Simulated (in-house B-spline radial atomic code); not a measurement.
Co¹⁵⁺. Computed with a B-spline radial atomic code. Model: all-electron spherical atom, spin shells full or empty, radial basis limit, no spin-orbit coupling: exact exchange with a local potential (Slater, KLI or optimised effective potential, whose far tail is KLI's), no correlation.

The run also made RPA and GW results, which its time includes.

The Slater potential averages the orbital exchange potentials with the orbital densities as weights, KLI adds orbital constants, and the optimised effective potential minimises the exact-exchange energy among local potentials. So their energies lie above Hartree-Fock in the order OEP, KLI, Slater. All fall off as −1/r, unlike LDA and GGA exchange.

Command:
```bash
python run_gw.py task.json out
```
Settings (nuclear radius in fm, other lengths in bohr, energies in hartree):
```
Z                      27
electrons              12
configuration          [Ne] 3s2
hamiltonian            x2c
method                 slater
lmax                   9
rms_radius             3.7875
spin_polarised         False
box_radius             5
intervals              95
ion_configuration      [Ne] 3s1
```

Run time, properties included: 8.8 s on 1 thread of Arm Neoverse N1, on a shared host.

Given: hamiltonian one-electron scalar X2C; mean-field start Slater potential.

Computed: energy above Hartree-Fock 81.261 millihartree.

```
radius (bohr)  r times exchange potential (hartree bohr)
      0.00185                                  -0.053167
      0.00222                                   -0.06374
      0.00267                                  -0.076558
       0.0032                                  -0.091591
      0.00385                                   -0.10992
      0.00462                                   -0.13146
      0.00554                                          ?
      0.00665                                   -0.18714
      0.00799                                   -0.22291
      0.00959                                   -0.26446
       0.0115                                   -0.31225
       0.0138                                   -0.36708
       0.0166                                   -0.42959
       0.0199                                   -0.49722
       0.0239                                   -0.57048
       0.0287                                   -0.64626
       0.0345                                    -0.7214
       0.0414                                   -0.78959
       0.0497                                   -0.84476
       0.0596                                   -0.87831
       0.0716                                          ?
       0.0859                                   -0.87782
        0.103                                   -0.89652
        0.124                                   -0.97506
        0.149                                    -1.0988
        0.178                                    -1.2281
        0.214                                    -1.3397
        0.257                                    -1.4054
        0.309                                    -1.4085
        0.371                                    -1.3171
        0.445                                    -1.1098
        0.534                                     -0.952
        0.641                                    -0.9398
         0.77                                   -0.97011
        0.924                                   -0.99068
         1.11                                   -0.99829
         1.33                                   -0.99989
```

Task: What belongs in the row 0.00554?

Result: r times exchange potential (hartree bohr): -0.1569.

Task: What belongs in the row 0.0716?

Result: r times exchange potential (hartree bohr): -0.88523.

| occupied | level (hartree) | Hartree-Fock level (hartree) |
| --- | --- | --- |
| 1s | -302.56 | -304.48 |
| 2s | -52.87 | -53.291 |
| 2p | ? | ? |
| 3s | -18.989 | -18.691 |

Task: What belongs in the row 2p?

Result: level (hartree): -48.384; Hartree-Fock level (hartree): -48.123.

```
empty  level (hartree)
   3p          -17.637
   3d          -15.794
   4s          -9.8387
   4p                ?
   4d          -8.6065
   4f          -8.1012
```

Task: What belongs in the row 4p?

Result: level (hartree): -9.3064.

The highest level, 3s, differs from Hartree-Fock by -8.1 eV and the deepest, 1s, by +52.4 eV: the Slater potential lacks the response part and is deeper than the optimised one throughout, so the top level comes too deep.
